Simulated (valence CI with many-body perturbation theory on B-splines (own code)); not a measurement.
Forbidden lines of Ba XXXIV

Computed by valence CI with perturbative core correlation (CI+MBPT): five valence electrons over a frozen Dirac-Fock core [Ar], radial functions for each j: 7 s, 7 p, 8 d, 6 f, 4 g, 1 h, with the one-electron correlation potential Σ1, the two-electron term Σ2, the three-electron term Σ3, Breit, model QED; selected CI, second order for the rest, scaled by the run's own slope (own B-spline code, finite nucleus).

No measured spectrum was set against this ion. As an estimate, large intervals hold to a few tenths of a per cent, small ones and those within an open d or f shell to about a per cent. Only levels of the ground parity were solved; by the run's estimate the other parity begins above the list, which can be wrong where configurations are misplaced.

Lines 51 to 100 of 120 in falling wavelength, among levels below 746880 cm⁻¹, chosen from the decays that carry over 1 % of a level's rate. Wavelengths and rates use the calculated energies. Weak lines are less certain than strong ones. Lines between different terms over intervals too small for the method are left out, as are lines whose strength nearly cancels. Branching is blank where the lifetime is uncertain.

Levels are named by their leading jj configuration (3d3/2^4 stands for four electrons in 3d with j = 3/2), which in mixed levels can hold well under half, so a name can repeat and another be missing. Letters in brackets count levels of one name in rising energy.

```csv
λ vac (nm),Upper,Lower,Type,A (s⁻¹),Branch %
69.73,(3d3/2 3d5/2^4) J=5/2 [a],(3d3/2^2 3d5/2^3) J=7/2 [a],M1,3.03e+04,15.2
69.07,(3d3/2^2 3d5/2^3) J=9/2 [a],(3d3/2^3 3d5/2^2) J=7/2 [a],M1,1.68e+04,52.5
69.05,(3d3/2^2 3d5/2^3) J=1/2 [a],(3d3/2^3 3d5/2^2) J=3/2 [a],M1,3.25e+04,54.2
67.89,(3d3/2^2 3d5/2^3) J=3/2 [b],(3d3/2^2 3d5/2^3) J=5/2 [a],M1,8.14e+03,23.6
67.45,(3d3/2^2 3d5/2^3) J=5/2 [c],(3d3/2^3 3d5/2^2) J=7/2 [b],M1,1.76e+04,19.6
66.96,(3d3/2^2 3d5/2^3) J=13/2,(3d3/2^3 3d5/2^2) J=11/2,M1,6.60e+03,97.7
65.80,(3d3/2^2 3d5/2^3) J=9/2 [c],(3d3/2^2 3d5/2^3) J=9/2 [a],M1,5.08e+02,
64.79,(3d3/2^2 3d5/2^3) J=3/2 [a],(3d3/2^3 3d5/2^2) J=3/2 [a],M1,5.53e+04,44.1
62.32,(3d3/2^2 3d5/2^3) J=5/2 [a],(3d3/2^3 3d5/2^2) J=5/2 [a],M1,6.80e+04,72.0
62.20,(3d3/2^2 3d5/2^3) J=7/2 [c],(3d3/2^2 3d5/2^3) J=5/2 [a],M1,3.75e+03,6.2
60.88,(3d3/2 3d5/2^4) J=3/2 [a],(3d3/2^2 3d5/2^3) J=5/2 [b],M1,2.58e+04,14.1
60.56,(3d3/2 3d5/2^4) J=11/2,(3d3/2^2 3d5/2^3) J=13/2,M1,1.74e+04,14.0
60.13,(3d3/2^2 3d5/2^3) J=9/2 [c],(3d3/2^2 3d5/2^3) J=11/2,M1,3.41e+03,
59.77,(3d3/2^3 3d5/2^2) J=7/2 [a],(3d3/2^4 3d5/2) J=5/2,M1,1.48e+04,78.3
59.71,(3d3/2 3d5/2^4) J=7/2 [a],(3d3/2^2 3d5/2^3) J=9/2 [a],M1,4.88e+04,35.6
59.12,(3d3/2^2 3d5/2^3) J=5/2 [b],(3d3/2^3 3d5/2^2) J=3/2 [a],M1,7.86e+03,11.4
58.14,(3d3/2 3d5/2^4) J=5/2 [a],(3d3/2^2 3d5/2^3) J=5/2 [a],M1,9.84e+04,49.2
58.09,(3d3/2^2 3d5/2^3) J=9/2 [c],(3d3/2^2 3d5/2^3) J=7/2 [a],M1,4.27e+02,
57.84,(3d3/2^3 3d5/2^2) J=3/2 [a],(3d3/2^4 3d5/2) J=5/2,M1,6.89e+04,98.1
57.23,(3d3/2^2 3d5/2^3) J=5/2 [b],(3d3/2^3 3d5/2^2) J=7/2 [a],M1,1.54e+04,22.4
57.15,(3d3/2^2 3d5/2^3) J=9/2 [b],(3d3/2^3 3d5/2^2) J=9/2,M1,4.91e+04,54.1
55.94,(3d3/2 3d5/2^4) J=11/2,(3d3/2^2 3d5/2^3) J=9/2 [a],M1,1.88e+04,15.1
55.85,(3d3/2 3d5/2^4) J=3/2 [a],(3d3/2^2 3d5/2^3) J=3/2 [a],M1,6.49e+04,35.3
55.11,(3d3/2^2 3d5/2^3) J=7/2 [c],(3d3/2^3 3d5/2^2) J=7/2 [b],M1,2.14e+04,35.2
54.89,(3d3/2^2 3d5/2^3) J=7/2 [b],(3d3/2^3 3d5/2^2) J=5/2 [b],M1,8.17e+02,3.6
53.29,(3d3/2 3d5/2^4) J=7/2 [a],(3d3/2^2 3d5/2^3) J=7/2 [a],M1,4.08e+04,29.7
53.07,(3d3/2^2 3d5/2^3) J=7/2 [b],(3d3/2^3 3d5/2^2) J=9/2,M1,1.21e+04,53.4
53.03,(3d3/2 3d5/2^4) J=3/2 [a],(3d3/2^2 3d5/2^3) J=1/2 [a],M1,6.31e+04,34.3
52.90,(3d3/2^2 3d5/2^3) J=7/2 [a],(3d3/2^3 3d5/2^2) J=5/2 [a],M1,7.12e+03,16.2
52.47,(3d3/2^3 3d5/2^2) J=3/2 [b],(3d3/2^3 3d5/2^2) J=5/2 [a],M1,4.56e+03,25.6
51.89,(3d3/2 3d5/2^4) J=5/2 [a],(3d3/2^3 3d5/2^2) J=7/2 [b],M1,6.88e+03,3.4
51.79,(3d3/2 3d5/2^4) J=11/2,(3d3/2^2 3d5/2^3) J=11/2,M1,7.47e+04,60.0
51.34,(3d3/2^2 3d5/2^3) J=9/2 [b],(3d3/2^3 3d5/2^2) J=11/2,M1,1.85e+04,20.4
50.36,(3d3/2^2 3d5/2^3) J=3/2 [b],(3d3/2^3 3d5/2^2) J=1/2,M1,6.09e+03,17.7
49.40,(3d3/2^3 3d5/2^2) J=5/2 [b],(3d3/2^4 3d5/2) J=5/2,M1,1.05e+03,4.1
49.06,(3d3/2^2 3d5/2^3) J=9/2 [b],(3d3/2^3 3d5/2^2) J=7/2 [a],M1,1.54e+04,17.0
48.03,(3d3/2^2 3d5/2^3) J=3/2 [b],(3d3/2^3 3d5/2^2) J=5/2 [b],M1,4.61e+03,13.4
46.24,(3d3/2 3d5/2^4) J=7/2 [a],(3d3/2^2 3d5/2^3) J=5/2 [a],M1,4.52e+03,3.3
46.02,(3d3/2^2 3d5/2^3) J=7/2 [b],(3d3/2^3 3d5/2^2) J=7/2 [a],M1,8.90e+02,3.9
45.87,(3d3/2^2 3d5/2^3) J=5/2 [c],(3d3/2^3 3d5/2^2) J=3/2 [a],M1,1.24e+04,13.8
45.79,(3d3/2^2 3d5/2^3) J=1/2 [b],(3d3/2^3 3d5/2^2) J=1/2,M1,2.25e+04,24.9
45.16,(3d3/2^2 3d5/2^3) J=9/2 [c],(3d3/2^3 3d5/2^2) J=7/2 [b],M1,2.08e+04,
45.11,(3d3/2^2 3d5/2^3) J=7/2 [c],(3d3/2^3 3d5/2^2) J=5/2 [b],M1,8.71e+03,14.3
44.73,(3d3/2^2 3d5/2^3) J=5/2 [c],(3d3/2^3 3d5/2^2) J=7/2 [a],M1,3.62e+04,40.3
44.57,(3d3/2^2 3d5/2^3) J=3/2 [a],(3d3/2^3 3d5/2^2) J=5/2 [a],M1,4.25e+04,33.9
43.87,(3d3/2^2 3d5/2^3) J=7/2 [c],(3d3/2^3 3d5/2^2) J=9/2,M1,2.44e+04,40.2
42.94,(3d3/2 3d5/2^4) J=5/2 [a],(3d3/2^3 3d5/2^2) J=5/2 [b],M1,3.99e+04,20.0
42.20,(3d3/2 3d5/2^4) J=7/2 [a],(3d3/2^3 3d5/2^2) J=7/2 [b],M1,3.98e+03,2.9
42.07,(3d3/2^2 3d5/2^3) J=3/2 [b],(3d3/2^3 3d5/2^2) J=3/2 [a],M1,9.91e+03,28.8
41.81,(3d3/2^2 3d5/2^3) J=5/2 [b],(3d3/2^3 3d5/2^2) J=5/2 [a],M1,1.41e+03,2.1
```
